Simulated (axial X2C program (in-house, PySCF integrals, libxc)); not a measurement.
Potential curves of AlCo, 2c

Computed with an in-house all-electron X2C program for linear molecules (integrals from PySCF). Two-component (2c) means X2C with spin–orbit coupling and atomic mean-field two-electron Coulomb and Gaunt terms. Basis: Co dyall-cv3z [9s10p6d3f2g], Al dyall-v3z [8s8p2d1f] (cores contracted in-house); Gaussian nuclei, density fitting, unrestricted open shells. Masses: Co 58.933 u, Al 26.982 u.

State: Ω = 3 (⟨Sz⟩ = 1.00, ⟨Lz⟩ = 2.00 at r2SCAN0). Energies in cm⁻¹ from the lowest point of each curve. Fits are polynomials in 1 − R0/R over 0.85 to 1.23 times the lowest point R0.

```tsv
R (Å)	r2SCAN0	CCSD(T)
2.1071	3035	
2.2040	1219	827
2.2767	452	285
2.3493	75	38
2.4220	0	0
2.5068	200	131
2.5915	630	376
2.7005	1415	774
2.8337	2596	
3.0275	4500
```

Correlated methods: 12 electrons correlated (number of frozen shells: Co 3 s, 2 p; Al 2 s, 1 p), 222 virtual spin orbitals or spinors in MP2, 90 natural virtuals in coupled cluster.

One determinant describes the state; a PBE0 search over occupations chose it and may have missed a lower one. Density functionals use the spin component along the axis (collinear). Coupled cluster ran in a truncated set of natural virtual spinors; the MP2 energy of the rest was added. (T) has no such correction and the atoms are truncated less, which lowers De at CCSD(T) by a hundredth of an eV or more. Other states lie close and PBE0, whose exact exchange favours high spin, may order them wrongly; the determinant shown need not be the ground state. The nearest other spin-free determinant of the search, M_S = 1, Λ = 3, lies 0.26 eV up at the distance of the search. Without a current term, density functionals place determinants with orbital angular momentum somewhat too high. With several unpaired electrons one determinant need not be a pure state. A state of lower Ω lies just above, and one determinant can place such states too high, so the state shown need not be the lowest. The search has Ω = 1 only 0.12 eV up. The determinant is spin-polarised beyond a pure state at some levels (its spin-free form has ⟨S²⟩ too high), which makes Re and μ there less reliable. The T1 diagnostic is large, a sign of multireference character. Coupled cluster ran on the points near the minimum only. MP2 and coupled cluster on one determinant become unreliable at the stretched end.

(1) Fit the r2SCAN0 curve near its minimum: give the equilibrium distance and the harmonic wavenumber.

(2) Fit the CCSD(T) curve near its minimum: give the equilibrium distance and the harmonic wavenumber.

Results:

(1) At r2SCAN0, 2c: Re = 2.407 Å, ωe ≈ 290 cm⁻¹; Be follows as 0.157 cm⁻¹.

(2) At CCSD(T), 2c: Re = 2.401 Å, ωe ≈ 233 cm⁻¹; Be follows as 0.158 cm⁻¹.
